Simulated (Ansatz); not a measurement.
Basis sets compared for CrNF3. The state is a singlet with charge 0. Geometry PBE0-D4/def2-SVP. Ansatz on 4 threads of Arm Neoverse V2 on a shared host; times are rough, and most runs start from earlier orbitals.

```xyz
5

Cr    0.004    0.009   -0.011
N    -0.354   -0.941    1.063
F    -0.132   -0.849   -1.459
F     1.588    0.501    0.307
F    -1.105    1.279    0.099
```

The restricted singlet is unstable towards broken spin symmetry in Hartree–Fock (as tested in another run); at PBE-D4/def2-SVP, PBE-D4/def2-TZVPD, r2SCAN-D4/def2-TZVP, r2SCAN-D4/def2-TZVPD and others this wasn't settled.

Binding counts from free atoms (Cr septet, N quartet, F doublet) in the same basis, without a counterpoise term.

```
                         level  functions  energy (Eh)  HOMO (eV)  LUMO (eV)  binding per atom (eV)  wall time
               PBE-D4/def2-SVP         87   -1397.8880      -8.75      -5.42                   4.12     0.65 s
PBE-D4/def2-TZVP (with forces)        169   -1398.4784      -8.91      -5.52                   4.03      1.6 s
           r2SCAN-D4/def2-TZVP        169   -1398.8443      -9.33      -5.64                   3.63      2.5 s
              PBE0-D4/def2-SVP         87   -1397.8051     -10.76      -4.73                   3.26      0.9 s
             PBE0-D4/def2-TZVP        169   -1398.3992     -10.76      -4.61                   3.27      1.7 s
```

Task: Estimate the rows for PBE-D4/def2-TZVPD, r2SCAN-D4/def2-TZVPD, PBE0-D4/def2-TZVPD.

Result: 
```tsv
level	functions	energy (Eh)	HOMO (eV)	LUMO (eV)	binding per atom (eV)	wall time
PBE-D4/def2-TZVPD	205	-1398.4822	-8.91	-5.52	4.03	1.7 s
r2SCAN-D4/def2-TZVPD	205	-1398.8483	-9.30	-5.60	3.64	3.5 s
PBE0-D4/def2-TZVPD	205	-1398.4033	-10.73	-4.58	3.28	2.5 s
```
